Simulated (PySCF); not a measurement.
# Two-component Hartree-Fock for Co (cobalt, neutral)

Start: [Ar] 3d7 4s2; 3d3/2 filled at m_j = +1/2, +3/2; 3d5/2 filled at m_j = -3/2, -1/2, +1/2, +3/2, +5/2. Calculated with PySCF 2.14 in x2c-SVPall-2c with one added diffuse shell each of s, d type (6s5p4d1f, 48 functions): generalised Hartree-Fock with the X2C-1e Hamiltonian and a Gaussian nucleus; one run each with spin-orbit coupling (SO) switched off, then screened by Boettger's factors. This is a chosen level, not necessarily the ground level.

| spinor shell | electrons | ε, spin-free (eV) | ε, screened SO (eV) | weight of nominal j (screened SO) | rms radius, screened SO (bohr) |
| --- | --- | --- | --- | --- | --- |
| 1s1/2 | 2 | -7774.3 | -7774.2 | 1.000 | 0.0649 |
| 2s1/2 | 2 | -964.83 | -964.79 | 1.000 | 0.276 |
| 2p1/2 | 2 | -822.82 | -833.42 | 0.996 | 0.247 |
| 2p3/2 | 4 | -822.82 | -817.57 | 0.998 | 0.250 |
| 3s1/2 | 2 | -125.82 | -125.80 | 1.000 | 0.832 |
| 3p1/2 | 2 | -82.444 | -84.750 | 0.636 | 0.890 |
| 3d5/2 | 5 | -18.112 | -19.203 | 0.580 | 1.15 |
| 3d3/2 | 2 | -18.112 | -15.389 | 0.678 | 1.22 |
| 4s1/2 | 2 | -7.403 | -7.402 | 1.000 | 3.38 |

Where does 3p3/2 lie, and what is the 3p spin-orbit splitting (screened SO)?

At -81.284 eV, 3.466 eV above 3p1/2.

```csv
quantity,spin-free,screened SO
E (hartree),-1391.65381,-1391.67570
M_J,9/2,9/2
⟨J²⟩,24.764,24.764
⟨L²⟩,12.004,12.019
⟨S²⟩,3.761,3.755
```

Each row is a mean over spinors that exchange with the open shell spreads, by up to 13.853 eV (3p3/2).

Rows whose weight is well below 1 are mixtures of j = l ± 1/2: exchange outweighs spin-orbit coupling there, and the label is only the starting occupation.

Without spin-orbit coupling the j labels of p, d and f shells carry no meaning; the spin-free column gives the mean over the occupied spinors of each nl shell.
